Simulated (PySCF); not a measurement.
C5H11F, SMILES C(C(C)(C)C)F, GFN2-xTB optimised geometry.

```
17

C     -0.68    -0.86    -1.23
C     -0.15    -0.11     0.00
C      1.38    -0.11     0.00
C     -0.68     1.33     0.00
C     -0.63    -0.83     1.27
F     -2.00    -0.86     1.33
H     -0.29    -1.88    -1.25
H     -0.37    -0.35    -2.14
H     -1.76    -0.90    -1.21
H      1.76    -1.13     0.00
H      1.75     0.40    -0.89
H      1.76     0.40     0.88
H     -1.76     1.33     0.05
H     -0.29     1.88     0.85
H     -0.37     1.84    -0.91
H     -0.29    -0.30     2.17
H     -0.29    -1.87     1.29
```

Density from PBE0/def2-SVP in PySCF at that geometry.

Minimum of the electron density along straight lines between bonded atoms, close to the bond critical point (lines longer than 1.1 times the sum of covalent radii, or with two minima, are not listed):

```
bond    length / Å  ρ at the minimum / e bohr⁻³  ∇²ρ there / e bohr⁻⁵  position (fraction from the first atom)
------  ----------  ---------------------------  --------------------  ---------------------------------------
C1–C2        1.530                        0.243                 -0.55                                     0.50
C2–C3        1.530                        0.243                 -0.55                                     0.50
C2–C4        1.530                        0.243                 -0.55                                     0.50
C2–C5        1.533                        0.249                 -0.59                                     0.48
C5–F6        1.374                        0.238                  0.07                                     0.34
C1–H7        1.088                        0.276                 -1.00                                     0.62
C1–H8        1.087                        0.276                 -1.00                                     0.62
C1–H9        1.087                        0.278                 -1.02                                     0.63
C3–H10       1.088                        0.276                 -1.00                                     0.62
C3–H11       1.087                        0.276                 -1.01                                     0.62
C3–H12       1.088                        0.276                 -1.00                                     0.62
C4–H13       1.087                        0.278                 -1.02                                     0.63
C4–H14       1.088                        0.276                 -1.00                                     0.62
C4–H15       1.087                        0.276                 -1.00                                     0.62
C5–H16       1.095                        0.284                 -1.08                                     0.63
C5–H17       1.095                        0.284                 -1.08                                     0.63
```
